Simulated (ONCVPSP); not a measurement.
phosphorus, ONCV: configuration errors across variants

ONCVPSP 4.0.1 input, shortened (lines: element, Z, core and valence counts, functional; n l f; lmax; l rc ep ncon nbas qcut; lloc lpopt rc5 dvloc0; l nproj debl; icmod fcfact rcfact), revPBE, scalar-relativistic:

```
  P 15.00    1    4  -102130      upf
    1    0    2.00
    2    0    2.00
    2    1    6.00
    3    0    2.00
    3    1    1.50
    2
    0    1.05    0.00    3    7   12.30
    1    0.90    0.00    3    7   17.60
    2    0.90    0.20    3    7   10.70
    4    5    0.65    3.00
    0    2    3.30
    1    2    0.60
    2    2    0.80
    3    5.00    1.00
```

All-electron excitation energies from the reference (eV): (1) 2s2 2p6 3s2 3p3 -18.012; (2) 2s2 2p6 3s2 3p2 -8.305; (3) 2s2 2p6 3s2 3p1 10.820; (4) 2s2 2p6 3s1 3p0 92.415.

Errors AE − PS in meV (a dash: test not solved or not reliable):

| change | (1) | (2) | (3) | (4) | bound ghosts | GHOST(+) flags above zero |
| --- | --- | --- | --- | --- | --- | --- |
| base | +1.3 | +0.3 | +0.1 | -0.1 | none | none |
| all radii but the core radius scaled by about 0.80 (s 0.84, p 0.72, d 0.72 bohr); local potential polynomial inside 0.52 bohr (lpopt 5, dvloc0 3 Ha) | +0.8 | +0.2 | +0.2 | +0.2 | none | d |
| all radii but the core radius scaled by about 0.83 (s 0.88, p 0.74, d 0.74 bohr); local potential polynomial inside 0.54 bohr (lpopt 5, dvloc0 3 Ha) | +0.8 | +0.2 | +0.2 | +0.2 | none | d |
| all radii but the core radius scaled by about 0.91 (s 0.94, p 0.82, d 0.82 bohr); local potential polynomial inside 0.58 bohr (lpopt 5, dvloc0 3 Ha) | +1.1 | +0.3 | +0.2 | +0.2 | none | d |
| all radii but the core radius scaled by about 1.11 (s 1.16, p 1.00, d 1.00 bohr); local potential polynomial inside 0.72 bohr (lpopt 5, dvloc0 3 Ha) | +1.5 | +0.4 | +0.1 | -1.3 | none | none |
| all radii but the core radius scaled by about 1.18 (s 1.24, p 1.06, d 1.06 bohr); local potential polynomial inside 0.78 bohr (lpopt 5, dvloc0 3 Ha) | +1.7 | +0.5 | +0.1 | -2.7 | none | none |
| all radii but the core radius scaled by about 1.31 (s 1.36, p 1.18, d 1.18 bohr); local potential polynomial inside 0.84 bohr (lpopt 5, dvloc0 3 Ha) | +1.9 | +0.6 | +0.1 | -9.7 | none | none |

**Question.** Give the same row for: all radii but the core radius scaled by about 1.24 (s 1.30, p 1.12, d 1.12 bohr); local potential polynomial inside 0.80 bohr (lpopt 5, dvloc0 3 Ha).

**Answer.** +1.8, +0.5, +0.1, -5.6; bound ghosts: none; GHOST(+) flags above zero: none.
